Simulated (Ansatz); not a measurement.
`C[NH][GeH2][F]`, relaxed with RKS PBE-D4/def2-SVP in Ansatz from a rough embedded geometry. The force threshold is 0.03 eV/Å; the program also tests the step.

The species carries charge 0 and has multiplicity 1.

Start:

```xyz
10

C     0.918    0.370    0.892
N    -0.346   -0.289    0.777
Ge   -0.907   -0.140   -0.981
F    -2.487   -0.803   -1.188
H     1.313    0.220    1.976
H     1.724   -0.148    0.240
H     0.906    1.446    0.681
H    -0.228   -1.268    0.964
H    -1.009    1.400   -1.397
H     0.115   -0.787   -1.965
```

(1) How much energy does the relaxation release, and in how many steps? (Best estimate.)

(2) Which bonds change most? (Estimate.)

(3) Give the relaxed structure. (Best estimate.)

Answers

(1) Ansatz gave: 11.45 kcal/mol, in 15 steps, 1 of them rejected.

(2) The calculation gave: Ge3–H9 from 1.598 to 1.546 Å; Ge3–F4 from 1.726 to 1.776 Å; C1–H5 from 1.163 to 1.116 Å; C1–H6 from 1.159 to 1.113 Å.

(3) Computed: 
```xyz
10

C     0.891    0.392    1.058
N     0.461   -0.539    0.027
Ge   -0.880   -0.164   -1.148
F    -2.475   -0.136   -0.368
H     0.308    0.332    2.008
H     1.964    0.242    1.310
H     0.794    1.432    0.684
H     0.541   -1.523    0.300
H    -0.661    1.270   -1.684
H    -0.942   -1.305   -2.188
```
